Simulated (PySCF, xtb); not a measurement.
Al(F)(OH)(OEt) (C₂H₆AlFO₂), SMILES CC[O][Al]([OH])[F].

GFN2-xTB (xtb) at its own geometry gives an orbital gap of 4.30 eV and a dipole moment of 2.87 D.

Geometry optimised at PBE-D3(BJ)/def2-SVP. The structure was generated by enumeration; whether it is a known compound was not checked. Other conformers were not sampled.

**Question.** What does PBE/def2-TZVP in PySCF give? (The exact figures need the calculation; the answer reports its results.)

**Answer.** gap 5.08 eV (levels -6.68 and -1.60 eV), dipole 1.71 D.
